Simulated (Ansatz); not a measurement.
The cluster Ag₂Te₄, relaxed as a singlet with RKS PBE0-D4/def2-SVP in Ansatz, starting from the GFN2-xTB geometry. Force threshold 0.02 eV/Å.

In the def2 sets Ag, Te take a core potential; there is no spin–orbit coupling. Another isomer (singlet) lies 0.66 eV lower at PBE0-D4/def2-TZVP; other spin states weren't run for this one.

Start:

Cartesian coordinates in Å:
```
Ag 0.9399 1.9529 -0.2993
Ag -1.6532 -1.1731 0.8574
Te 1.2391 0.3828 -2.2309
Te -1.3320 1.7199 0.4946
Te 0.6036 -0.1544 0.3134
Te 0.2027 -2.7281 0.8648
```

Task: Estimate the energy that the relaxation releases and the steps that it takes.

Result: 4.88 eV, in 19 steps; 2.3 min on 4 threads of Arm Neoverse V2 on a shared host. The force fell under the threshold at step 13, but the optimiser went on and released 0.002 eV more. No frequencies were taken in this run, so the end may be a saddle point.

Task: Does the start keep its bonding and symmetry?

Result: By distances, no bond broke or formed. The bond that changes most is Ag1–Te5, from 2.22 to 3.44 Å (atoms count from 1).

Task: Predict the relaxed structure.

Result: 
```xyz
6

Ag   -0.1711    1.9508   -1.3375
Ag   -2.1325   -0.8045    0.6513
Te    2.0056    0.4167   -1.7983
Te   -0.7724    1.5027    1.3181
Te    1.2725   -0.3811    0.7319
Te   -0.2021   -2.6847    0.4345
```
Bond lengths (bridged metal pairs left out): 4 × Ag–Te 2.70 to 2.76 Å; 3 × Te–Te 2.75 to 2.84 Å.
